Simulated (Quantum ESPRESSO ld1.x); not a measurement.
Problem. Os7+, 69 electrons, occupied as [Xe] 4f14 5d1. Calculated with ld1.x of Quantum ESPRESSO 7.5: Dirac Kohn-Sham, LDA (Slater exchange, Perdew-Zunger correlation), spin-unpolarised, spherical densities, point nucleus; open shells are shared between the two j in proportion to 2j + 1. Some entries of the table are withheld. Estimate them.

orbital,occ.,eigenvalue (eV),<1/r> (bohr^-1)
1s1/2,2,-73809.2,90.45
2s1/2,2,-12929.3,22.09
2p1/2,2,-12385.6,(1)
2p3/2,4,-10855.8,(2)
3s1/2,2,-3084.10,8.108
3p1/2,2,-2840.68,8.024
3p3/2,4,-2507.09,7.052
3d3/2,4,(3),6.950
3d5/2,6,(4),6.724
4s1/2,2,-728.007,3.420
4p1/2,2,-625.910,(5)
4p3/2,4,-547.279,(6)
4d3/2,4,-379.543,2.762
4d5/2,6,-364.968,2.682
5s1/2,2,-187.447,1.384
5p1/2,2,(7),1.273
4f5/2,6,-152.109,2.271
4f7/2,8,-149.268,2.239
5p3/2,4,(8),1.163
5d3/2,0.4,(9),0.9453
5d5/2,0.6,(10),0.9246

Solution. 
(1) 2p1/2 <1/r> (bohr^-1): 22.05
(2) 2p3/2 <1/r> (bohr^-1): 18.31
(3) 3d3/2 eigenvalue (eV): -2098.52
(4) 3d5/2 eigenvalue (eV): -2026.20
(5) 4p1/2 <1/r> (bohr^-1): 3.311
(6) 4p3/2 <1/r> (bohr^-1): 2.971
(7) 5p1/2 eigenvalue (eV): -154.694
(8) 5p3/2 eigenvalue (eV): -140.972
(9) 5d3/2 eigenvalue (eV): -94.2103
(10) 5d5/2 eigenvalue (eV): -92.3658
